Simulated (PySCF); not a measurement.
**Br: ionisation energy**

Br [Ar] 3d10 4s2 4p5 (2P) → Br⁺ [Ar] 3d10 4s2 4p4 (3P), as a difference of total energies. Calculation: PySCF 2.14, in def2-SVP (5s4p3d, 32 functions); the non-relativistic Hamiltonian (point nucleus). Correlated levels: valence: [Ar] 3d10 frozen. The calculations carry no spin-orbit coupling.

| method | ionisation energy (eV) | difference from reference (eV) |
| --- | --- | --- |
| UHF | 10.804 | -1.040 |
| PBE | 11.779 | -0.065 |
| r2SCAN | 11.920 | +0.076 |
| MP2 (valence) | 11.353 | -0.491 |
| SCS-MP2 (valence) | 11.334 | -0.510 |
| CCSD (valence) | 11.309 | -0.535 |
| CCSD(T) (valence) | 11.314 | -0.530 |

Reference: 11.844 eV (measured; NIST levels, between the centres of gravity of the two terms).

These non-relativistic numbers lack the scalar-relativistic shift.

Errors of the correlated levels include the incompleteness of this basis and the frozen core.
